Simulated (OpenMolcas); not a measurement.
Computed levels of Br V

```yaml
Program: OpenMolcas 26.06
Method: "SS-RASPT2, IPEA 0.25 Eh, imaginary shift 0.1 Eh (closed shells correlated: 3d)"
Basis: ANO-RCC-VQZP [7s6p4d2f1g]
Scalar_Hamiltonian: DKH2, point nucleus
Active_space: 3 electrons in 9 orbitals (RAS2 4s 4p; RAS3 4d, at most 2 electrons)
State_averaging: 2S+1 = 4 odd, 1 root; 2S+1 = 2 odd, 11 roots; 2S+1 = 4 even, 3 roots; 2S+1 = 2 even, 9 roots
Spin-orbit_coupling: RASSI with atomic mean-field integrals over the reference wave functions, term energies averaged over their components
```

With spin-orbit coupling, above the lowest level:

| Configuration | Term | J | E (eV) | Measured (eV) | g | Term weight % | Second |
| --- | --- | --- | --- | --- | --- | --- | --- |
| 4s2 4p | 2P* | 1/2 | 0.0000 | 0.0000 | 0.666 | 100 |  |
| 4s2 4p | 2P* | 3/2 | 0.664 | 0.7551 | 1.334 | 100 |  |
| 4s 4p2 | 4P | 1/2 | 11.237 |  | 2.667 | 99 |  |
| 4s 4p2 | 4P | 3/2 | 11.500 |  | 1.734 | 100 |  |
| 4s 4p2 | 4P | 5/2 | 11.864 |  | 1.598 | 99 |  |
| 4s 4p2 | 2D | 3/2 | 15.012 | 15.2427 | 0.802 | 100 |  |
| 4s 4p2 | 2D | 5/2 | 15.067 | 15.3279 | 1.204 | 99 |  |
| 4s 4p2 | 2S | 1/2 | 18.543 |  | 1.894 | 91 | 8 2P |
| 4s 4p2 | 2P | 1/2 | 19.795 | 19.6091 | 0.778 | 92 | 8 2S |
| 4s 4p2 | 2P | 3/2 | 20.146 | 19.9628 | 1.333 | 100 |  |

Against the 5 measured excited levels shown (Moore, Atomic Energy Levels, vol. II, NSRDS-NBS 35 (1971 reprint of NBS Circular 467, 1952)) the mean absolute deviation is 1500 cm-1; the largest miss in energy is 4s 4p2 2D 5/2: computed 15.067, measured 15.3279 eV (-1.7 %), and the largest in proportion 4s2 4p 2P* 3/2 (-12.1 %).

Spin-orbit coupling puts the lowest level 0.4429 eV below the lowest spin-free term.

Active for correlation alone: 4d; no level in the range computed is led by a configuration that fills it, so any true level of that kind is missing. Computed and measured levels are paired by configuration, term and J; levels that our copy of the source lacks, or whose pairing is in doubt (as where it misses far off the trend of its configuration), stay unpaired and out of the deviations. Levels of configurations outside the active space are missing. The first state left out of the spin-orbit step lies near 220000 cm-1 above the lowest spin-free state of the reference (among the parities and spins computed), and the list stops at four fifths of that energy or lower.

The term weight is that of the spin-free term in the level, not the purity of its configuration. * marks odd parity.
